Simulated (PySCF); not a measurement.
C3H8Si2, SMILES C[Si@H](C#C)[SiH3]. Atoms are numbered in the order given.

```xyz
13

C     -1.5060    -2.3476    -0.5529
C     -0.7896    -1.4865    -0.0754
Si     0.2812    -0.1485     0.5932
C      2.0828    -0.4997     0.1880
Si    -0.4412     1.8626    -0.3778
H     -2.1386    -3.1110    -0.9701
H      0.0812    -0.0899     2.0747
H      2.3957    -1.4600     0.6252
H      2.2296    -0.5508    -0.9012
H      2.7304     0.2943     0.5904
H     -0.2737     1.7928    -1.8631
H     -1.8803     2.1177    -0.0641
H      0.3723     3.0108     0.1351
```
Charge 0, spin multiplicity 1.

Geometry: PBE0-D3(BJ)/def2-SVP. The structure was generated by enumeration; whether it is a known compound was not checked.

Two levels are set side by side: PBE/pcSseg-1 (PySCF) and HF/pcSseg-1 (PySCF). GIAO shifts against TMS (²⁹Si), TMS (¹H), TMS (¹³C) at the same level; non-relativistic, no solvent, atoms listed together averaged. Differences are taken from unrounded values.

```tsv
quantity	HF	PBE	PBE minus HF
δ(¹³C) of C1 (ppm)	113.2	105.0	-8.2
δ(¹³C) of C2 (ppm)	87.2	87.3	0.1
δ(²⁹Si) of Si3 (ppm)	-57.2	-67.2	-10.0
δ(¹³C) of C4 (ppm)	-2.3	-2.0	0.3
δ(²⁹Si) of Si5 (ppm)	-89.3	-106.7	-17.4
δ(¹H) of H6 (ppm)	3.12	2.63	-0.49
δ(¹H) of H7 (ppm)	4.35	4.90	0.55
```

Rough cost on one machine, each run with all the roots and properties that it gave: HF against PBE within a factor of 2.
